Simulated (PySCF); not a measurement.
# Radial density of Kr (krypton, neutral)

UHF, [Kr], closed-shell 1S. Calculation: PySCF 2.14, in cc-pVTZ-DK (6s5p3d1f, 43 functions); scalar relativity by spin-free X2C-1e.

```tsv
r (bohr)	4πr²ρ (e/bohr)
0.000630	0.3081
0.00106	0.7540
0.00178	1.809
0.00300	4.205
0.00504	9.295
0.00848	18.81
0.0143	32.67
0.0240	43.95
0.0403	41.53
0.0679	37.50
0.114	52.20
0.192	40.83
0.323	31.92
0.543	32.23
0.914	8.668
1.54	5.464
2.58	1.877
4.35	0.1187
7.31	0.0002040
```

Densities and radii are taken from the X2C orbitals without a picture-change correction, which distorts them close to the nucleus.
